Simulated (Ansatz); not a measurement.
Task: Name a neutral molecule of B, C, S and H with HOMO energy (PBE/def2-TZVPP) between -6.30 and -6.00 eV and size of the dipole moment (PBE/def2-TZVPP) between 0.90 and 1.20 D (Ansatz, PBE0-D4/def2-TZVP geometry).

Result: `BSCS` (-6.01 eV, 1.06 D); `B1BSC1` (-6.28 eV, 1.17 D); `CBSCC` (-6.27 eV, 1.19 D). Other molecules can fit too; these were computed, each in one conformer that needn't be the lowest.
